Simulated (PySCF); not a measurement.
Compound: C10H12.
SMILES with atom numbers: `[CH3:1]/[CH:2]=[CH:3]\[CH:4]=[CH:5]/[C:6]#[C:7][CH:8]1[CH2:9][CH2:10]1`

Geometry (GFN2-xTB, Å), atoms numbered from 1 in this order:
```xyz
22
C10H12 angstrom
C      4.1635    0.8301    0.2799
C      2.7114    1.1707    0.2886
C      1.6786    0.3404    0.1119
C      1.7474   -1.0759   -0.1287
C      0.6663   -1.8585   -0.3003
C     -0.6630   -1.4123   -0.2681
C     -1.8282   -1.0965   -0.2524
C     -3.1881   -0.6724   -0.2217
C     -3.5887    0.4386    0.7177
C     -3.5431    0.6950   -0.7520
H      4.3428   -0.2256    0.1026
H      4.6720    1.4048   -0.4952
H      4.6124    1.1037    1.2356
H      2.5031    2.2196    0.4609
H      0.6750    0.7467    0.1470
H      2.7231   -1.5380   -0.1736
H      0.7874   -2.9205   -0.4787
H     -3.9042   -1.4709   -0.3834
H     -2.8157    0.8715    1.3344
H     -4.5500    0.3655    1.2036
H     -4.4729    0.8002   -1.2904
H     -2.7395    1.3033   -1.1385
```

Probes without a nucleus sit at each ring's centroid and 1 Å off its mean plane on both sides; NICS is minus the shielding there, NICSzz its component along the normal. Level: GIAO PBE0/pcSseg-1 (PySCF, non-relativistic, gas phase) on the GFN2-xTB geometry, one conformer.

Ring bond lengths (Å), with Mayer bond orders in brackets: C8–C9 1.509 (0.92), C9–C10 1.493 (0.98), C10–C8 1.509 (0.92).

**Question.** What do the NICS probes read (ppm)?

**Answer.** 
| ring | type | NICS(0) | NICS(1), two faces | NICS(1)zz, two faces | rms pucker (Å) | centre to ring atoms, mean (Å) |
| --- | --- | --- | --- | --- | --- | --- |
| C8–C9–C10 | 3-membered carbocycle; formal bonds all single | -43.5 | -8.7 / -7.9 | -24.1 / -22.2 | 0.00 | 0.87 |

**Question.** What can be read from them?

**Answer.** 
- C8–C9–C10: mean NICS(1)zz -23.1 ppm, shielded. C8, C9, C10 have four or more neighbours, and the NICS criterion for π rings isn't applied. NICS(0) lies 35 ppm below the mean NICS(1).

**Question.** What is the mean of the two in-plane components of NICS at the first NICS(1) probe listed for ring C8–C9–C10, 1 Å off the ring?

**Answer.** The isotropic value is a third of the trace: (3 × -8.7 − (-24.1))/2 = -1.0 ppm.

**Question.** List the ring angles and the Hirshfeld charges of the ring atoms.

**Answer.** 
- C8–C9–C10: C8 59.3° (-0.029 e), C9 60.4° (-0.078 e), C10 60.4° (-0.078 e); sum 180.0° against 180° for a flat convex ring.

**Question.** How shielded are the nuclei of the rings and their hydrogens (means over atoms taken as equivalent)?

**Answer.** 
```csv
atoms,environment,σ isotropic (ppm),"principal values of the symmetric part, first atom (ppm)"
C8,propargylic carbon,182.9,"152.8, 168.2, 227.7"
C9 (×2),three-membered-ring carbon,174.2,"142.2, 173.7, 206.8"
H18,methine hydrogen,30.18,"22.5, 27.7, 40.4"
H19 (×2),methylene hydrogen,30.98,"25.3, 28.7, 39.0"
H20 (×2),methylene hydrogen,30.84,"25.2, 26.5, 40.8"
```

On an Arm Neoverse V1 with one thread, on a shared host, this took 50 s and 1.1 GiB of memory at its peak. This is the whole shielding run at PBE0/pcSseg-1, SCF included.
